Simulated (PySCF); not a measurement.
**Electron correlation in Al+ (aluminium, charge +1)**

[Ne] 3s1 4s1, high-spin 3S determinant (an excited configuration). All numbers are calculated (PySCF 2.14, scalar relativity by spin-free X2C-1e, in aug-cc-pCVTZ-DK). Frozen: [Ne]; 2 electrons correlated.

With two correlated electrons CCSD is exact within the correlated space (frozen core and kept virtual orbitals).

```json
{"level": "CCSD", "correlation energy (mhartree)": "-6.45"}
```

Diagnostics: T1 = 0.011, D1 = 0.0211, largest double amplitude 0.056.

The outer electron is Rydberg-like, and this basis confines it to a smaller radius and binds it less than a complete one would.

Cost of the coupled-cluster step: about 5 core-seconds, for 2 correlated electrons.

Iterations:

```
CC2 = 0
CCSD nocc = (np.int64(2), np.int64(0)), nmo = (70, 70)
frozen orbitals [[0, 1, 2, 3, 4], [0, 1, 2, 3, 4]]
max_cycle = 100
direct = 0
conv_tol = 1e-08
conv_tol_normt = 1e-06
diis_space = 8
diis_start_cycle = 0
Init t2, MP2 energy = -0.00326142502762636
Init E_corr(UCCSD) = -0.00326142502765708
cycle = 1  E_corr(UCCSD) = -0.00475822100384164  dE = -0.00149679598  norm(t1,t2) = 0.0322448
cycle = 2  E_corr(UCCSD) = -0.00552403540106403  dE = -0.000765814397  norm(t1,t2) = 0.017981
cycle = 3  E_corr(UCCSD) = -0.00645918779727041  dE = -0.000935152396  norm(t1,t2) = 0.010176
cycle = 4  E_corr(UCCSD) = -0.00644689967987717  dE = 1.22881174e-05  norm(t1,t2) = 0.000580868
cycle = 5  E_corr(UCCSD) = -0.00645055736571552  dE = -3.65768584e-06  norm(t1,t2) = 7.89143e-05
cycle = 6  E_corr(UCCSD) = -0.00644895965344928  dE = 1.59771227e-06  norm(t1,t2) = 1.93825e-05
cycle = 7  E_corr(UCCSD) = -0.00644954859237361  dE = -5.88938924e-07  norm(t1,t2) = 6.75793e-06
cycle = 8  E_corr(UCCSD) = -0.00644953581192808  dE = 1.27804455e-08  norm(t1,t2) = 1.99063e-06
cycle = 9  E_corr(UCCSD) = -0.00644948255147172  dE = 5.32604564e-08  norm(t1,t2) = 1.45484e-06
cycle = 10  E_corr(UCCSD) = -0.00644949133900939  dE = -8.78753768e-09  norm(t1,t2) = 1.19265e-07
UCCSD converged
E(UCCSD) = -241.7382736379087  E_corr = -0.006449491339009393
```
